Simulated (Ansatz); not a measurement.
`C[SiH](F)BS` + PH₃ → `C[SiH](F)P` + `BS` at 600 K and 1 bar (cleavage of the Si–B bond).

Computed with Ansatz on PBE0-D4/def2-TZVP structures; ΔE is electronic, products minus reactants. CCSD(T)/CBS adds triple-zeta CCSD(T) − MP2 to the extrapolated MP2 energy (def2 sets, frozen cores). This one scheme is used for every species. Each species was taken in one conformer, which may not be the lowest.

```tsv
species	CCSD(T)/CBS energy (Eh)	H − E (kJ/mol)	S (J/(mol·K))
`C[SiH](F)BS`	-853.19639	255.0	472.9
PH₃	-342.72256	86.3	240.2
`C[SiH](F)P`	-771.55123	233.9	429.2
`BS`	-424.38198	108.7	286.1
```

H − E and S are ideal-gas, rigid-rotor, harmonic terms from PBE0-D4/def2-TZVP, for one conformer and one mirror image of each species. 1 Eh = 2625.50 kJ/mol, R = 8.31446 J/(mol·K).

Q: By hand: ΔE, ΔH, ΔS and ΔG.

A: ΔE = (-771.55123) + (-424.38198) − (-853.19639) − (-342.72256) = -0.01426 Eh = -37.4 kJ/mol. Δ(H − E) = 233.9 + 108.7 − 255.0 − 86.3 = 1.3, so ΔH = -36.1 kJ/mol. ΔS = 429.2 + 286.1 − 472.9 − 240.2 = 2.2 J/(mol·K). ΔG = -36.1 − 600 × (2.2)/1000 = -37.4 kJ/mol.

Q: By hand: the equilibrium constant, and the temperature at which ΔG would vanish if ΔH and ΔS stayed fixed.

A: log₁₀ K = −ΔG/(RT ln 10) = 3.3. ΔH and −TΔS have one sign here, so there is no such temperature. One of them is within its doubt of zero, so this could turn.

The number of gas molecules stays the same, so ΔS is small and ΔH decides. A doubt of 5 kJ/mol in ΔE shifts log₁₀ K by 0.4 here. Other conformers and mirror images would add mixing entropy, several J/(mol·K) or more a flexible species. Modes under 60 cm⁻¹, often nearly free rotors, make the harmonic entropy too high. These are equilibria of isolated gas molecules and say nothing of rates. Largest T1 diagnostic: 0.015 (customary marks: 0.02 for closed shells, 0.045 for open ones).
